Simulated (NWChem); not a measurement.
System: CdHSI; SMILES [I][Cd][SH]

Input file for NWChem:

```
start job
memory heap 200 mb stack 900 mb global 1100 mb
geometry units angstroms
  Cd     0.329209     0.816018     0.000270
  I     -0.333571    -1.693174    -0.000757
  S      0.945786     3.081713    -0.000842
  H     -0.337197     3.510270    -0.014848
end
basis spherical
  Cd library def2-svp
  I library def2-svp
  S library def2-svp
  H library def2-svp
end
ecp
  Cd library def2-ecp
  I library def2-ecp
end
dft
  xc xpbe96 cpbe96
  iterations 150
end
driver
  maxiter 120
end
task dft optimize
dft
  grid fine
  convergence energy 1d-8 density 1d-7
end
task dft freq numerical
```

def2 effective core potentials on Cd, I; no spin-orbit coupling.

The level has its own optimisation; frequencies are unscaled.

### Question
What results follow from this input? (PBE/def2-SVP with def2 effective core potentials on Cd, I.) Quantities: r Cd–I (Å); r Cd–S (Å); r H–S (Å); highest harmonic frequency (cm⁻¹); lowest (cm⁻¹); zero-point energy (kcal/mol).

### Answer
```yaml
r Cd–I (Å): 2.613
r Cd–S (Å): 2.363
r H–S (Å): 1.365
highest harmonic frequency (cm⁻¹): 2604
lowest (cm⁻¹): 67
zero-point energy (kcal/mol): 5.6
```
